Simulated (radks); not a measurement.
The numbers below are computed, except where a source is named.
Problem. Species: Zn6+. Configuration: [Ar] 3d6. Code: a radial shooting solver on a logarithmic mesh with Libxc functionals. Model: Dirac Kohn-Sham, PBEsol, spin-unpolarised, spherical densities, finite nucleus; open shells fill j = l - 1/2 first; Fermi nuclear charge, rms radius 3.9283 fm.

Spin-orbit splittings of the eigenvalues, e(l+1/2) - e(l-1/2), with zeta = 2 splitting/(2l+1) and mean radii in bohr:

| shell | occ. | splitting (eV) | zeta (eV) | <r> j=l-1/2 | <r> j=l+1/2 |
|---|---|---|---|---|---|
| 2p | 6 | 23.82 | 15.88 | 0.1960 | 0.1994 |
| 3p | 6 | ? | ? | 0.6695 | 0.6781 |
| 3d | 6 | 0.5030 | 0.2012 | 0.7001 | 0.7030 |

Estimate the 3p splitting.

Solution. 3.401 eV (zeta = 2.267 eV).
